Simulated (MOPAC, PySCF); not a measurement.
C$_{5}$H$_{8}$, SMILES `C(C#C)(C)C`, neutral singlet in the gas phase. 

Cartesian coordinates (Å):
SMILES: C(C(C)C)#C
```xyz
13

C      2.5099     0.1576     0.0634
C      1.3356     0.0858    -0.1753
C     -0.0991    -0.0009    -0.4391
C     -0.6786    -1.3158     0.1040
C     -0.8374     1.2177     0.1349
H      3.5494     0.2191     0.2722
H     -0.2329     0.0040    -1.5266
H     -0.5682    -1.3615     1.1886
H     -1.7407    -1.3858    -0.1376
H     -0.1674    -2.1772    -0.3257
H     -0.7320     1.2503     1.2205
H     -0.4384     2.1464    -0.2729
H     -1.9003     1.1603    -0.1065
```
Charge 0, spin multiplicity 1.

All levels are single points at this geometry (B3LYP-D3(BJ)/def2-TZVP); Pople sets use spherical d functions. Orbital energies aren't observables, and empty levels follow the basis.

AM1 in MOPAC gives gap (eV) = 12.67.

Problem. Estimate the gap (eV) from each of these levels: B3LYP-D3(BJ)/def2-TZVP in PySCF; B3LYP/3-21G in PySCF; B3LYP/6-311+G** in PySCF; BP86/6-31G* in PySCF; M06-2X/6-31G* in PySCF; SVWN5/6-31G* in PySCF; HF/3-21G in PySCF; HF/6-31G* in PySCF; HF/STO-3G in PySCF; PM3 in MOPAC; PM6 in MOPAC; PM7 in MOPAC.

Solution. 
| level | gap (eV) |
|---|---|
| B3LYP-D3(BJ)/def2-TZVP in PySCF | 8.05 |
| B3LYP/3-21G in PySCF | 9.00 |
| B3LYP/6-311+G** in PySCF | 7.45 |
| BP86/6-31G* in PySCF | 6.85 |
| M06-2X/6-31G* in PySCF | 11.42 |
| SVWN5/6-31G* in PySCF | 6.77 |
| HF/3-21G in PySCF | 16.39 |
| HF/6-31G* in PySCF | 15.92 |
| HF/STO-3G in PySCF | 19.56 |
| PM3 in MOPAC | 12.69 |
| PM6 in MOPAC | 12.51 |
| PM7 in MOPAC | 12.45 |
